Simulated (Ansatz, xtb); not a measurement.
# C4H5ClO2S: which of two isomers lies lower

We compare X, `S=C1OCC(Cl)CO1`, a singlet, with Y, `CS/C(Cl)=C/C(=O)O`, a singlet. Both are isolated molecules in the gas phase, relaxed with PBE0-D3(BJ)/def2-SVP, each in the lowest conformer that the search found.

X (Å):

```yaml
atoms:
  - { symbol: C, position_ang: [-1.6830, -0.3577, 0.9536] }
  - { symbol: C, position_ang: [-0.1807, 1.3602, 0.1274] }
  - { symbol: C, position_ang: [-0.1486, 0.5920, -1.1716] }
  - { symbol: C, position_ang: [-0.1107, -0.8756, -0.8206] }
  - { symbol: Cl, position_ang: [1.2888, 1.0378, -2.1160] }
  - { symbol: O, position_ang: [-1.2541, 0.9063, 0.9390] }
  - { symbol: O, position_ang: [-1.1902, -1.2004, 0.0431] }
  - { symbol: S, position_ang: [-2.8132, -0.8444, 2.0174] }
  - { symbol: H, position_ang: [-0.3431, 2.4345, -0.0290] }
  - { symbol: H, position_ang: [0.7735, 1.2243, 0.6651] }
  - { symbol: H, position_ang: [-1.0337, 0.8231, -1.7825] }
  - { symbol: H, position_ang: [0.8458, -1.1165, -0.3254] }
  - { symbol: H, position_ang: [-0.2172, -1.5172, -1.7047] }
```

Y (Å):

```yaml
atoms:
  - { symbol: C, position_ang: [-2.1196, 2.5352, 0.3455] }
  - { symbol: C, position_ang: [-0.4786, 0.2975, -0.0356] }
  - { symbol: C, position_ang: [0.5065, -0.3710, -0.6732] }
  - { symbol: C, position_ang: [0.6965, -1.8273, -0.6925] }
  - { symbol: Cl, position_ang: [-1.7551, -0.4863, 0.8053] }
  - { symbol: O, position_ang: [0.0076, -2.6662, -0.1686] }
  - { symbol: O, position_ang: [1.7914, -2.1416, -1.4106] }
  - { symbol: S, position_ang: [-0.4151, 2.0494, 0.0209] }
  - { symbol: H, position_ang: [-2.7958, 2.1928, -0.4493] }
  - { symbol: H, position_ang: [-2.4595, 2.1657, 1.3211] }
  - { symbol: H, position_ang: [-2.1010, 3.6338, 0.3578] }
  - { symbol: H, position_ang: [1.2421, 0.2205, -1.2223] }
  - { symbol: H, position_ang: [1.8559, -3.1080, -1.3857] }
```

Q: Which of the two would you expect CCSD(T)/def2-SVP + ΔMP2/def2-TZVPP electronic energies to favour?

A: Structure Y; the calculation gives E(Y) − E(X) = −0.561 eV.

How the difference moves with the method:

| level | geometry | E(Y) − E(X) (eV) | departure from the last row (eV) | job, with rough time for the two |
| --- | --- | --- | --- | --- |
| GFN2-xTB | GFN2-xTB | +0.523 | +1.084 | optimisation, 0.27 s |
| HF/STO-3G | GFN2-xTB | +1.148 | +1.709 | single point, 0.5 s |
| r2SCAN-D4/def2-SVP | GFN2-xTB | −0.469 | +0.092 | single point, 4.8 s |
| PBE0-D3(BJ)/def2-SVP | PBE0-D3(BJ)/def2-SVP | −0.382 | +0.179 | optimisation, 76 s |
| HF/def2-SVP | PBE0-D3(BJ)/def2-SVP | −0.343 | +0.218 | part of the CCSD(T) run |
| MP2/def2-SVP | PBE0-D3(BJ)/def2-SVP | −0.574 | −0.013 | part of the CCSD(T) run |
| CCSD(T)/def2-SVP | PBE0-D3(BJ)/def2-SVP | −0.506 | +0.055 | single point |
| CCSD(T)/def2-SVP + ΔMP2/def2-TZVPP | PBE0-D3(BJ)/def2-SVP | −0.561 |  | single point, 1.8 min |

As drawn, Y has 2 C–S, 1 C=C, 1 C=O, 1 O–H in place of 1 C=S, 3 C–O, 1 C–C, 1 C–H. Structure X has a 6-membered ring, Y no ring.

GFN2-xTB, HF/STO-3G put the two in the other order. The largest departure from CCSD(T)/def2-SVP + ΔMP2/def2-TZVPP is that of HF/STO-3G, 1.709 eV. The last row adds to CCSD(T) the change of the MP2 difference between the two basis sets, here −0.055 eV.

With thermal terms from frequencies at re-optimised GFN2-xTB minima (ideal gas, soft modes damped towards free rotors, one conformer each, 298.15 K, 1 atm): on the last row, ΔE + ΔZPE = −0.668, ΔH = −0.621, ΔG = −0.723 eV.

The correlated steps freeze 16 core orbitals. Programs: Ansatz 0.2.0, xtb 6.7.1; the last row on 4 threads of Arm Neoverse V1 on a shared host.
